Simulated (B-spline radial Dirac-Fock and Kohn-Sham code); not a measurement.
## Two-hole binding energies of Tb⁶⁺

System: the Tb⁶⁺ ion, configuration [Kr] 4d10 4f8 5s2 5p3.

Calculated with a radial finite-basis atomic code, using relaxed Dirac-Fock hole states (ΔSCF) with Breit and QED corrections and a finite nucleus. U is the two-hole binding energy less the two single-hole energies, the effective repulsion of the holes after relaxation. Each two-hole energy is an average over J within one jj subconfiguration.

```
          holes  E(a) (eV)  E(b) (eV)  E(ab) (eV)  U (eV)
           1s⁻²    52086.3    52086.3    105324.0  1151.3
   1s⁻¹ 2p3/2⁻¹    52086.3     7605.9     59983.9   291.7
   1s⁻¹ 3d3/2⁻¹    52086.3     1365.0     53539.9    88.5
   1s⁻¹ 3d5/2⁻¹    52086.3     1332.1     53504.3    85.9
   2s⁻¹ 3p3/2⁻¹     8805.0     1703.9     10586.1    77.2
   2p1/2⁻¹ 3s⁻¹     8343.7     2058.1     10480.7    78.8
   2s⁻¹ 3d3/2⁻¹     8805.0     1365.0     10256.3    86.3
2p3/2⁻¹ 3d3/2⁻¹     7605.9     1365.0           ?       ?
2p3/2⁻¹ 3d5/2⁻¹     7605.9     1332.1      9021.5    83.5
        3p1/2⁻²     1858.6     1858.6      3781.6    64.5
3p1/2⁻¹ 3p3/2⁻¹     1858.6     1703.9      3619.3    56.9
        3d3/2⁻²     1365.0     1365.0      2796.1    66.2
        4d3/2⁻²      249.4      249.4       526.1    27.4
        4d5/2⁻²      243.2      243.2       513.7    27.3
```

Problem. Give the missing two-hole energy and U.

Solution. E(ab) = 9059.0 eV and U = 88.1 eV.

Run: 63 s of CPU time on 1 thread of Intel(R) Xeon(R) Platinum 8259CL CPU @ 2.50GHz (shared host), peak memory 0.52 GiB.
